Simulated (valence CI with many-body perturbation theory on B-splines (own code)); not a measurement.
## Sr14+: magnetic and hyperfine properties of the levels

Calculated by valence CI with perturbative core correlation (CI+MBPT): six valence electrons over a frozen Dirac-Fock core [Ar], a basis of 7 s, 7 p, 8 d, 6 f, 4 g, 1 h functions for each j, with the one-electron correlation potential Σ1 (screened to all orders), the two-electron term Σ2, the three-electron term Σ3, Breit, model QED; selected single and double excitations, second order for the rest, scaled by the run's own slope (own B-spline code, finite nucleus).

No measured spectrum was set against this ion. As an estimate, terms of the open shell hold to 2 to 4 % of their energy, and close levels can change places. Core correlation moves these levels by up to 7000 cm⁻¹, and in measured spectra 5 to 20 % of such shifts remained as error; rates that hang on mixing are uncertain with them. Among the levels kept, up to 680 cm⁻¹ of a level comes from second order outside the variational space, and about a tenth of that is noise between levels of different J, which matters for small intervals. Only levels of the ground parity were solved; by the run's estimate the other parity begins above the list, which can be wrong where configurations are misplaced.

A/g_I is the dipole constant over the nuclear g factor μ/I (μ in nuclear magnetons, uniformly magnetised nucleus), B/Q the quadrupole constant per barn. Both hold the static response of the core; the bare values leave it out. Large factors of s and p1/2 electrons are usually good to 5 to 10 %; those of open d and f shells near neutrality can be off by tens of per cent, and small factors of p3/2, d and f electrons come from cancelling terms and can be off by a factor of two or in sign, in half-filled shells by more. B is blank for J = 1/2, where it vanishes, and for nearly pure S terms. Energies count from the lowest level. Levels with J = 0 are left out.

Names give the largest LS component (configuration and term), which can be under half, so a name can repeat, a term be missing and a line seem to break the LS rules; names also repeat where a configuration has a term twice. Letters in brackets count levels of one name in rising energy.

```tsv
Level	E (cm⁻¹)	g	A/g_I (MHz)	A/g_I bare	B/Q (MHz/b)	B/Q bare
3d6 5D_4	0.0	1.488	1900	2230	5370	5540
3d6 5D_3	8264	1.492	1260	1590	1270	1310
3d6 5D_2	11813	1.493	1230	1560	-1160	-1190
3d6 5D_1	14858	1.495	1090	1430	-1820	-1880
3d6 3H_4 [a]	55077	1.035	3190	3250	2260	2320
3d6 3P_2 [a]	55586	1.475	1250	1570	-829	-843
3d6 3H_6	57944	1.156	3520	3650	-3010	-3090
3d6 3H_5	59471	1.079	3410	3500	539	559
3d6 3F_3 [a]	66605	1.017	3840	3890	2090	2150
3d6 3H_4 [b]	68821	1.006	3610	3650	-775	-795
3d6 3F_2 [a]	69063	0.695	5330	5190	-236	-245
3d6 3P_1 [a]	77148	1.418	1160	1440	88.4	93.5
3d6 3G_5	77343	1.151	3490	3620	-1860	-1920
3d6 3G_4	82097	1.056	4060	4130	-498	-513
3d6 3G_3	84750	0.828	4870	4800	65.4	68.1
3d6 3D_2	91311	1.156	3290	3420	910	940
3d6 1I_6	93141	1.008	4070	4110	-5290	-5450
3d6 3D_3	94514	1.317	2390	2610	-1300	-1340
3d6 3D_1	94531	0.590	5460	5250	462	476
3d6 1G_4 [a]	102080	1.008	4220	4260	2140	2210
3d6 1D_2 [a]	113900	1.017	3820	3870	-2490	-2570
3d6 1F_3	124950	1.012	4140	4190	-6190	-6390
3d6 3P_1 [b]	145210	1.492	683	1010	269	273
3d6 3F_4	150770	1.231	3000	3180	-7340	-7560
3d6 3F_2 [b]	151680	0.674	5940	5790	-4330	-4460
3d6 3F_3 [b]	156910	1.074	3700	3780	-5820	-5990
3d6 3P_2 [b]	159220	1.479	1980	2290	-3060	-3150
3d6 1G_4 [b]	171820	1.015	3840	3880	-2510	-2580
3d6 1D_2 [b]	225520	0.999	4120	4160	6510	6710
```

Task: Take the isotope of mass number 87, with I = 9/2, μ = -1.09316 μN and Q = 0.305 b. What is the hyperfine structure of 3d6 5D_3?

Result: From the table A = -306 MHz, B = 386 MHz. Shifts from the centre of gravity in MHz: F = 3/2: 5230, F = 5/2: 4380, F = 7/2: 3220, F = 9/2: 1770, F = 11/2: 46.8, F = 13/2: -1900, F = 15/2: -4030.
